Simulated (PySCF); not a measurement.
# Electron correlation in Rh (rhodium, neutral)

[Kr] 4d8 5s1, high-spin 4F determinant. Calculation: PySCF 2.14, in aug-cc-pVTZ-PP with ECP28MDF (6s6p5d3f2g, 88 functions); scalar relativity through the core potential. Frozen: 4s2 4p6; 9 electrons correlated.

```
  level  correlation energy (mhartree)
   CCSD                        -251.27
    (T)                         -11.48
CCSD(T)                        -262.75
```

Diagnostics: T1 = 0.018, D1 = 0.0675, largest double amplitude 0.019.

Q: Is a single reference adequate?

A: Yes, within this model without spin-orbit coupling: T1 lies below 0.03 and no double amplitude reaches 0.07.
